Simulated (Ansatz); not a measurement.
Cl3In, SMILES [In]([Cl])([Cl])[Cl] (connectivity only; charge and spin as stated), charge -1, multiplicity 2.

Geometry: B3LYP-D3(BJ)/def2-SVPD. The spin state was assumed, not searched. The isomer is the one that the SMILES or the coordinates give; other isomers of the formula were not compared. The def2 effective core potentials stand for the cores of In; spin–orbit coupling is left out.

Two levels are set side by side: PBE/def2-SVPD (Ansatz, a first-principles code) and CAM-B3LYP/def2-SVPD (Ansatz). Energy differences of separate SCF runs at the same geometry; the states with an electron removed or added have multiplicity 1. Differences are taken from unrounded values.

```json
[
 {"quantity": "vertical ionisation energy (eV)", "CAM-B3LYP": "4.05", "PBE": "3.70", "PBE minus CAM-B3LYP": "-0.35"}
]
```
